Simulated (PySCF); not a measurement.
C₂H₉NSn, SMILES C[CH2][SnH2][NH2].

Geometry: PBE-D3(BJ)/def2-SVP. The structure was generated by enumeration; whether it is a known compound was not checked. The def2 effective core potentials stand for the cores of Sn; spin–orbit coupling is left out. One conformer was computed; it need not be the lowest.

Computed with PBE-D3(BJ)/def2-SVP run with PySCF.

Frequencies are harmonic and unscaled.

Computed harmonic wavenumbers and intensities:
| mode | ν (cm⁻¹) | IR (km/mol) | moving atoms (share of kinetic energy) |
|---|---|---|---|
| 1 | 51 | 0.1 | H 44 %, C 33 %, N 19 % |
| 2 | 125 | 0.0 | N 37 %, H 33 %, C 25 % |
| 3 | 132 | 33.6 | H 91 % |
| 4 | 209 | 1.2 | H 55 %, C 33 %, Sn 9 % |
| 5 | 258 | 6.9 | H 70 %, C 20 % |
| 6 | 361 | 32.0 | H 84 % |
| 7 | 463 | 8.7 | H 78 %, C 17 % |
| 8 | 498 | 22.0 | C 45 %, H 38 %, N 13 % |
| 9 | 527 | 76.5 | N 64 %, H 20 %, Sn 11 % |
| 10 | 582 | 126.3 | H 93 % |
| 11 | 650 | 44.8 | H 83 %, N 14 % |
| 12 | 676 | 56.9 | H 89 %, C 10 % |
| 13 | 682 | 105.6 | H 92 % |
| 14 | 843 | 17.9 | H 91 %, N 8 % |
| 15 | 926 | 4.7 | H 89 %, C 11 % |
| 16 | 943 | 7.5 | H 83 %, C 17 % |
| 17 | 1025 | 8.2 | C 75 %, H 25 % |
| 18 | 1160 | 11.1 | H 67 %, C 33 % |
| 19 | 1203 | 2.5 | H 77 %, C 23 % |
| 20 | 1342 | 1.4 | H 82 %, C 18 % |
| 21 | 1391 | 1.4 | H 90 %, C 10 % |
| 22 | 1424 | 6.1 | H 97 % |
| 23 | 1430 | 5.7 | H 97 % |
| 24 | 1497 | 9.2 | H 92 % |
| 25 | 1781 | 218.2 | H 99 % |
| 26 | 1842 | 191.0 | H 99 % |
| 27 | 2956 | 37.4 | H 97 % |
| 28 | 2995 | 9.9 | H 95 % |
| 29 | 3032 | 19.8 | H 91 %, C 9 % |
| 30 | 3044 | 2.1 | H 91 %, C 9 % |
| 31 | 3062 | 17.9 | H 90 %, C 10 % |
| 32 | 3402 | 3.6 | H 96 % |
| 33 | 3496 | 3.2 | H 92 %, N 8 % |
